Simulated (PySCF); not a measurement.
Species: C2H6B, net charge 0, doublet state. It need not be the lowest isomer of its formula. 
Geometry from a B3LYP-D3(BJ)/def2-TZVP (Ansatz) optimisation:
SMILES: CB[CH2]
```xyz
9

B      0.1175    -0.4618     0.2671
C      1.3541     0.0810    -0.4551
C     -1.2744     0.2494     0.2154
H      0.2262    -1.4746     0.8972
H      2.3245    -0.4048    -0.4255
H      1.3366     0.9932    -1.0465
H     -1.3039     1.1667    -0.3758
H     -1.6153     0.4836     1.2313
H     -2.0337    -0.4379    -0.1776
```
Charge 0, spin multiplicity 2.

Dispersion corrections to the total energy (kcal/mol) from the dftd3 and dftd4 libraries through PySCF: D3(BJ) without and D4 with the three-body term, each with the damping fitted for the functional named.

```json
[
 {"functional": "B2GP-PLYP", "D3(BJ)": "-1.59", "D4": "-1.03"},
 {"functional": "HF", "D3(BJ)": "(withheld)", "D4": "-10.03"},
 {"functional": "B2PLYP", "D3(BJ)": "-2.18", "D4": "-1.75"},
 {"functional": "BLYP", "D3(BJ)": "(withheld)", "D4": "-5.75"},
 {"functional": "revPBE", "D3(BJ)": "-7.55", "D4": "-9.04"},
 {"functional": "TPSS", "D3(BJ)": "-3.55", "D4": "(withheld)"},
 {"functional": "PBE", "D3(BJ)": "-2.87", "D4": "-2.53"}
]
```

Task: Some entries are withheld; supply them.

Result: 
- HF, D3(BJ): -24.74
- BLYP, D3(BJ): -5.99
- TPSS, D4: -3.43
